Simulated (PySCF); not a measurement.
OZr, SMILES [O]=[Zr], multiplicity 1. Geometry optimised at PBE0-D3(BJ)/def2-TZVPD. The spin state was assumed, not searched. The def2 effective core potentials stand for the cores of Zr; spin–orbit coupling is left out.

### Question
Give the equilibrium geometry at PBE0-D3(BJ)/def2-TZVPD (PySCF confirms it by a frequency run) as a Z-matrix, and its point group. (An estimate is asked for; the answer gives what the named calculation found.)

### Answer
point group C∞v.
```
Zr
O 1 1.7044
```
Charge 0, spin multiplicity 1.
